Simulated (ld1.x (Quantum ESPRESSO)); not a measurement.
# Before and after: TM potential for molybdenum (Mo)

Mo, norm-conserving Troullier–Martins (Kleinman–Bylander form), made with ld1.x (Quantum ESPRESSO) 7.5 (revPBE, scalar-relativistic). Core [Kr], reference 4d5.5 5s0.5 5p0. Waves: 5s (bound): rc 2.60 bohr; 5p (bound, empty): rc 4.20 bohr; 4d (bound): rc 1.60 bohr. Local part: all-electron potential smoothed inside 1.30 bohr (lloc = -1). Core correction: none.

Change: all radii scaled by about 0.82 (s 2.14, p 3.46, d 1.32 bohr); local potential all-electron potential smoothed inside 1.06 bohr (lloc = -1).

Cutoffs: the cutoffs (Ry, on a coarse ladder) from which the occupation-weighted sum of valence levels, in a spherical-Bessel basis at the reference potential, stays within 10 and 1 mRy of its value at 400 Ry; they do not see the model core or the augmentation charge, which bear on the density cutoff. Errors are all-electron minus pseudo energies relative to the spin-unpolarised reference configuration.

**Question.** What does the change do?

**Answer.** The potential gets harder (40 Ry and 50 Ry → 50 Ry and 70 Ry); both files keep a bound ghost (p, s); the number of tests that count goes from 6 to 5; of the 5 tests that both files solve, the error grows in 1 and shrinks in 1 by more than 15 % and 0.3 meV (median size 17.9 → 18.2 meV). A smaller radius makes the pseudo-wave follow the all-electron one further in, where it bends more sharply, so more plane waves are needed.

| quantity | base | changed |
| --- | --- | --- |
| cutoff, loose | 40 Ry | 50 Ry |
| cutoff, tight | 50 Ry | 70 Ry |
| loose cutoff by channel (10 mRy a level) | s 6 Ry, d 35 Ry | s 12 Ry, d 35 Ry |
| bound ghosts | s, p | s, p |
| tests counted (converged, no solver errors) | 6 of 7 | 5 of 7 |
| error for 4d5 5s1 5p0, meV [ΔE -0.26 eV] | -5.6 | +5.6 |
| error for 4d5 5s0 5p0, meV [ΔE 6.51 eV] | +18 | +18 |
| error for 4d4 5s0 5p0, meV [ΔE 21.88 eV] | +32 | +25 |
| error for 4d5 5s0.5 5p0, meV [ΔE 2.41 eV] | +0.4 | +10 |
| error for 4d2 5s0 5p0, meV [ΔE 87.99 eV] | -303 | -344 |

Base: Tests not counted: 4d4 5s1 5p1 (solver errors, printed error -10.3 eV). Changed file: Tests not counted: 4d4 5s2 5p0 (solver errors, printed error -149 eV); 4d4 5s1 5p1 (solver errors, printed error -150 eV). These tests converged, but a pseudo level misses the all-electron one widely, so the file describes the atom poorly there or has found another state: 4d4 5s0 5p0: empty 5s by 4.7 eV. ld1.x printed “convergence not achieved” for 1 of the counted tests; its residual had stalled under 1e-8, short of the target of 1e-14. A true bound ghost makes a file unfit for plane-wave use even where its test errors are small: the radial tests pick states by their node count and pass the ghost by. Where a test does run into it, the solver fails or the error is huge.
